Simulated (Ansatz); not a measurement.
`F[CH]([GeH3])CCl` + CH₃OH → `COC(F)CCl` + GeH₄  (substitution at a C–Ge bond)

Gas-phase electronic energies from Ansatz, PBE0-D4/def2-TZVP geometries. CCSD(T)/CBS is the MP2 limit (def2-TZVPP, def2-QZVPP) plus CCSD(T) − MP2 in def2-TZVPP, frozen cores. This one scheme is used for every species. DFT in def2-TZVPP. For Ge outer-core shells are correlated without core-valence functions, which leaves a few kJ/mol of doubt a bond. Scalar relativity is left out up to krypton. Each species was taken in one conformer, which may not be the lowest.

```csv
species,PBE-D4 energy (Eh)
`F[CH]([GeH3])CCl`,-2716.23561
CH₃OH,-115.63347
`COC(F)CCl`,-752.81199
GeH₄,-2079.06008
```

(1) Work out ΔE.

Largest T1 diagnostic among the species: 0.012.

Answers

(1) ΔE = (-752.81199) + (-2079.06008) − (-2716.23561) − (-115.63347) = -0.00299 Eh = -0.08 eV. CCSD(T)/CBS gives -0.05 eV.

In def2-TZVPP, CCSD(T) changes the Hartree–Fock value by +0.15 eV (the triples alone add +0.00 eV) and MP2 by +0.20 eV.
